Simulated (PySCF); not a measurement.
Electron correlation in Cu (copper, neutral)

[Ar] 3d9 4s2, 2D determinant (an excited configuration). All numbers are calculated (PySCF 2.14, a scalar-relativistic core potential, in aug-cc-pwCVDZ-PP with ECP10MDF (6s6p5d3f, 70 functions)). Frozen: 3s2 3p6; 11 electrons correlated.

```csv
level,correlation energy (mhartree)
CCSD,-398.32
(T),-14.16
CCSD(T),-412.48
```

Diagnostics: T1 = 0.020, D1 = 0.0577, largest double amplitude 0.068.

Cost of the coupled-cluster step: roughly 40 core-seconds, for 11 correlated electrons.
